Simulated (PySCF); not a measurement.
# Spin–orbit doublets of 2p levels

ZnCl₂ (singlet state).
Cartesian coordinates in Å at the PBE0-D3(BJ)/def2-SVP level; atoms count from 1:
```xyz
3
ZnCl2 angstrom
Zn    -0.0101   -0.0059   -0.0002
Cl    -0.0133   -0.0199    2.0965
Cl     0.0234    0.0257   -2.0964
```

Computed, not measured: delta-SCF UKS SCAN, pcX-2 on the ionised atom (unc-x2c-TZVPall on a metal), pcseg-1 elsewhere, spin-free X2C (PySCF). Binding energies are ΔSCF values: E(core-ionised, relaxed orbitals) − E(ground state) at a fixed geometry, referred to the vacuum level. Spin–orbit coupling isn't in the SCF: each 2p doublet comes from a relaxed spin-free hole plus a matrix of the shell (mean-field spin–orbit coupling and the ground-state 2p splitting), with 2p3/2 averaged over its two sublevels. The splitting includes the ligand field, and 2p3/2 is the mean of two sublevels.

When a 2p electron fills a 1s hole, the emitted photon carries the energy difference of the two hole states (Kα1 from 2p3/2, Kα2 from 2p1/2), here at the ground state's geometry.

```json
{"atom": "Cl2/Cl3", "Kα1 (eV)": "2622.63", "Kα2 (eV)": "2620.98", "2p3/2 binding energy (eV)": "206.04"}
```

Problem. What are the 1s and 2p1/2 binding energies?

Solution. 1s = Kα1 + 2p3/2, and 2p1/2 = 1s − Kα2:

```tsv
atom	environment	1s (eV)	2p1/2 (eV)
Cl2/Cl3	chlorine bonded to Zn	2828.67	207.69
```

The first atom of each set that the bonding makes equivalent was ionised and stands for the set. Not every level is listed. No level of zinc is listed. Isolated species at its PBE0-D3(BJ)/def2-SVP geometry, gas phase. Metal 2p energies of this one-determinant scheme are less reliable than its 1s energies.

Hardware: an Arm Neoverse V2 with one thread, no GPU, on a shared host. Cost: 4.9 s.
